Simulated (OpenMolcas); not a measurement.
Pb²⁺: effect of correlating more closed shells

```
Program             : OpenMolcas
Basis               : ANO-RCC-VTZP [8s7p5d3f2g]
Scalar Hamiltonian  : DKH2, point nucleus
Active space        : 2 electrons in 4 orbitals (6s 6p)
State averaging     : 2S+1 = 3 even, 3 roots; 2S+1 = 1 even, 7 roots; 2S+1 = 3 odd, 3 roots; 2S+1 = 1 odd, 3 roots
Spin-orbit coupling : RASSI with atomic mean-field integrals over the reference wave functions, term energies averaged over their components
```

Methods on the same reference wave functions:
A. CASSCF
B. MS-CASPT2, IPEA 0.25 Eh, imaginary shift 0.1 Eh (closed shells correlated: none)
C. MS-CASPT2, IPEA 0.25 Eh, imaginary shift 0.1 Eh (closed shells correlated: 5d)
D. MS-CASPT2, IPEA 0.25 Eh, imaginary shift 0.1 Eh (closed shells correlated: 4f 5s 5p 5d)

Energies in cm⁻¹ above 6s² ¹S₀, the measured ground level; measured values from Moore, Atomic Energy Levels, vol. III, NSRDS-NBS 35 (1971 reprint of NBS Circular 467, 1958).

```csv
Level,A,B,C,D,Measured
6s² ¹S₀,0.0,0.0,0.0,0.0,0.0
6s 6p ³P°₀,55353,55940,62610,63190,60397
6s 6p ³P°₁,59429,59910,66260,66820,64391
6s 6p ³P°₂,70612,71200,77870,78450,
6s 6p ¹P°₁,96868,94130,93410,93530,95340
6p² ³P₀,141582,141400,147320,148510,142551
6p² ³P₁,150781,151320,157610,158860,155432
6p² ¹S₀,186999,181930,186350,187230,188615
```

Deviations, from unrounded energies. A percentage is the sum of absolute deviations over the sum of measured energies, with the sign that they share, or ± where signs differ.

```
           Against measurement  Levels     A     B     C     D
mean absolute deviation (cm-1)       6  3100  3700  2500  3000
      other configurations (%)       6  ±2.7  -3.1  ±2.2  ±2.5
```

C lies closest to measurement on these levels and B furthest from it. The largest miss of C in the table is 6p² ³P₀, by +4800 cm-1. The ranking rests on the paired levels alone, and a cruder setting can come out closer through cancelling errors.

Among B to D the level of the table that moves most is 6p² ³P₁, by 7500 cm-1 (lowest in B, highest in D). Moves below CASPT2's spread within the term are not significant.

The lowest spin-free term lies below A's lowest term by 0.006 hartree in B, 0.403 hartree in C, 0.712 hartree in D.

What an inner shell adds also hangs on whether the basis holds functions to correlate it.

Over all roots computed the reference weight is 0.92 to 1.00 in B, 0.87 to 0.93 in C, 0.85 to 0.91 in D; the roots of lowest weight are the least certain, and an intruder state may touch them. The ¹D term of p² mixes with s d, which this space lacks. Spin-orbit splittings of 6p shells tend to come out small when the coupling is added on scalar orbitals. Measured partners are found by configuration, term and J. A level has none where our copy of the source lacks it or the pairing is in doubt (some pairs that miss far off the trend of their configuration count as doubtful), and it then counts in no deviation. Only configurations of the active space appear. Levels that lie high or do not pair safely by name in every column are left out.

° marks odd parity.
